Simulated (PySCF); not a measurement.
A GIAO shielding run with PySCF 2.14 (density fitting, non-relativistic, gas phase) on `InChI=1S/C2H.CHN.Al.2H/c2*1-2;;;/h2*1H;;;`:

```
$ OMP_NUM_THREADS=1 python probes_run.py task.json out

{"job": {"kind": "nmr", "xc": "PBE0", "basis": "cc-pVDZ", "pop": true}, "charge": 0, "multiplicity": 1}
C     -2.573336    -0.324011    -0.156201
C     -1.508504     0.243865     0.036795
Al     0.169023     1.168785     0.344210
N      1.418217    -0.413918    -0.092152
C      2.089508    -1.310233    -0.340406
H     -3.514489    -0.817477    -0.324011
H      0.602448     1.411533     1.859767
H      0.656905     2.183007    -0.785747
H      2.718723    -2.157817    -0.575748
```

Hardware: 1 thread of an Arm Neoverse V1, shared host. The job also computes population analyses, field gradients.

(1) How large is the calculation?

(2) How long does it take, and how much memory does it need?

(3) And these other runs on the same molecule and hardware: GIAO shielding at PBE0/6-311+G(2d,p); GIAO shielding at PBE0/6-31G*; GIAO shielding at PBE0/IGLO-III; GIAO shielding at PBE0/aug-cc-pVDZ; GIAO shielding at PBE0/cc-pVTZ; GIAO shielding at PBE0/def2-SVP?

## Answers

(1) 42 electrons, 94 basis functions and 547 auxiliary functions.

(2) 6.3 s of wall time, with 14 SCF cycles and 5 response iterations; peak memory 0.51 GiB. Times on a shared host scatter by some tens of per cent.

(3) PBE0/6-311+G(2d,p): 167 functions, 13 s; PBE0/6-31G*: 82 functions, 5.5 s; PBE0/IGLO-III: 224 functions, 19 s; PBE0/aug-cc-pVDZ: 155 functions, 12 s; PBE0/cc-pVTZ: 210 functions, 19 s; PBE0/def2-SVP: 94 functions, 5.7 s.
